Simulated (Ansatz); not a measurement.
Single points on In2Te3.

```yaml
crystal:
  periodic: [false, false, false]
  atoms:
    - {symbol: In, position_ang: [-2.330330, -0.481127, -0.503309]}
    - {symbol: In, position_ang: [1.918052, -0.219380, 1.479213]}
    - {symbol: Te, position_ang: [-0.633163, 1.592524, 1.146530]}
    - {symbol: Te, position_ang: [0.547417, 0.930121, -1.295776]}
    - {symbol: Te, position_ang: [0.498014, -1.822137, -0.826658]}
basis:
  gaussian: {orbitals: def2-TZVPD, initial_orbitals: start.molden}
hamiltonian: {xc: pbe, dispersion: d4}
scf: {omitted_lower_state_checks: [starts]}
output: {orbitals: {seedname: orbitals}}
```

The file start.molden holds the orbitals of an earlier run on this structure, at another level or in another basis.

```sh
$ ansatz run in.yaml --threads 4 --pin off --events-out ev --progress --plain --max-ram 4787MiB
```

It prints (some lines left out):

```
Functional definition: PBE
2209 factors; their error is unknown
mean field evaluation 1: about -32233.3215 eV, gradient 9.1e0 eV
mean field evaluation 2: about -32233.4863 eV, gradient 1.9e-1 eV
mean field evaluation 4: about -32233.4764 eV, gradient 1.2e-3 eV
mean field evaluation 8: about -32233.4764 eV, gradient 8.9e-6 eV
mean field -32233.47635834 eV, -1184.5584075340 hartree, gradient 8.9e-6 eV, S^2 0.000000; 0 other end points of the search recorded, 0 dependent functions left out
reference -32233.47642259 eV, -1184.5584098952 hartree; 57, 57 occupied and 232, 232 virtual orbitals, 2209 factors
Total energy: -32233.94749721 eV, -1184.5757215681 hartree
Checks for a lower state left out: starts
```

It took 8 s on 4 threads of Arm Neoverse V2 on a shared host.

As the first input, with `gaussian: {orbitals: def2-TZVP, initial_orbitals: start.molden}`, `correlation: {method: mp2}` and without the key `hamiltonian` (abridged; 14 s):

```
Functional definition: HF
mean field -32099.13454370 eV, -1179.6214369062 hartree, gradient 2.2e-6 eV, S^2 0.000000
20 core orbitals not correlated: weight in the atoms' cores, before any rotation towards them, 1.000 or more for the frozen orbitals, at most 0.000 for the correlated occupied ones
second order -52.96243229 eV of doubles, -0.00000000 eV of singles
Total energy: -32152.09697599 eV, -1181.5677703937 hartree
Checks for a lower state left out: starts
```

As the first input, with `hamiltonian: {xc: r2scan, dispersion: d4}` (abridged; 14 s):

```
Functional definition: r2SCAN
mean field -32245.94878282 eV, -1185.0167606796 hartree, gradient 1.6e-5 eV, S^2 0.000000
Total energy: -32246.02975242 eV, -1185.0197362576 hartree
Checks for a lower state left out: starts
```

First input, but with `gaussian: {orbitals: def2-TZVP, initial_orbitals: start.molden}`, `hamiltonian: {xc: {name: LC-wPBE}}` (abridged; 8 s):

```
Functional definition: LC-wPBE
mean field -32236.38328729 eV, -1184.6652352023 hartree, gradient 1.0e-5 eV, S^2 0.000000
Total energy: -32236.38328729 eV, -1184.6652352025 hartree
Checks for a lower state left out: starts
```

First input, but with `gaussian: {orbitals: def2-SVP, initial_orbitals: start.molden}` (abridged; 2.1 s):

```
Functional definition: PBE
mean field -32232.26489398 eV, -1184.5138870400 hartree, gradient 2.2e-5 eV, S^2 0.000000
Total energy: -32232.73600619 eV, -1184.5312000942 hartree
Checks for a lower state left out: starts
```

As the first input, with `hamiltonian: {xc: pbe0, dispersion: d4}` (abridged; 15 s):

```
Functional definition: PBE0
mean field -32234.50258715 eV, -1184.5961207473 hartree, gradient 1.4e-5 eV, S^2 0.000000
Total energy: -32234.91060675 eV, -1184.6111151908 hartree
Checks for a lower state left out: starts
```

The first input with `gaussian: {orbitals: def2-SVP, initial_orbitals: start.molden}`, `hamiltonian: {xc: {name: LC-wPBE, parameters: {omega: 0.1/bohr}}}` (abridged; 3.3 s):

```
Functional definition: LC-wPBE
mean field -32232.78186330 eV, -1184.5328853120 hartree, gradient 2.0e-5 eV, S^2 0.000000
Total energy: -32232.78186339 eV, -1184.5328853152 hartree
Checks for a lower state left out: starts
```

Geometry: r2SCAN-D4/def2-SVP.

In the def2 sets In, Te take a core potential; there is no spin–orbit coupling. LC-ωPBE has ω = 0.4 bohr⁻¹. Correlated methods freeze 20 core orbitals; core or outer-core shells of In, Te are correlated, in sets that lack core-valence functions. The structure comes from a short search, and lower isomers may exist.
